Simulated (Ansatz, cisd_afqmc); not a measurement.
Species: P, charge 0, quartet.

Total energies in def2-SVPD, 5 correlated electrons, 5 frozen orbitals. UHF or UKS for unpaired electrons; spin-orbit terms are left out. Correlated methods leave the cores frozen. No relativity. The Monte Carlo rows (phaseless AFQMC, CISD trial, step 0.005/hartree) carry one-sigma bars that omit the constraint's bias. Outlying blocks are dropped, and bars are widened where a walk drifts. Over all cases where full CI ran beside it in this data, AFQMC minus full CI had a median of +0.1 mEh and passed +0.4 mEh in a tenth of the cases. Full CI freezes restricted core orbitals and the other rows unrestricted ones, which leaves a small offset even where coupled cluster is exact.

```json
[
 {"method": "HF", "program": "Ansatz", "energy (Eh)": "-340.59804", "error against FCI (mEh)": "87.81"},
 {"method": "MP2", "program": "Ansatz", "energy (Eh)": "-340.66546", "error against FCI (mEh)": "20.38"},
 {"method": "CCSD", "program": "Ansatz", "energy (Eh)": "-340.68376", "error against FCI (mEh)": "2.09"},
 {"method": "CCSD(T)", "program": "Ansatz", "energy (Eh)": "-340.68533", "error against FCI (mEh)": "0.51"},
 {"method": "CCSDT(Q)", "program": "Ansatz", "energy (Eh)": "-340.68583", "error against FCI (mEh)": "0.01"},
 {"method": "CCSDTQ", "program": "Ansatz", "energy (Eh)": "-340.68586", "error against FCI (mEh)": "-0.02"},
 {"method": "AFQMC/CISD", "program": "cisd_afqmc", "energy (Eh)": "-340.6859 ± 0.0002", "error against FCI (mEh)": "-0.1 ± 0.2"},
 {"method": "FCI", "program": "Ansatz", "energy (Eh)": "-340.68585", "error against FCI (mEh)": "0.00"}
]
```

Ansatz is a quantum-chemistry and plane-wave program.
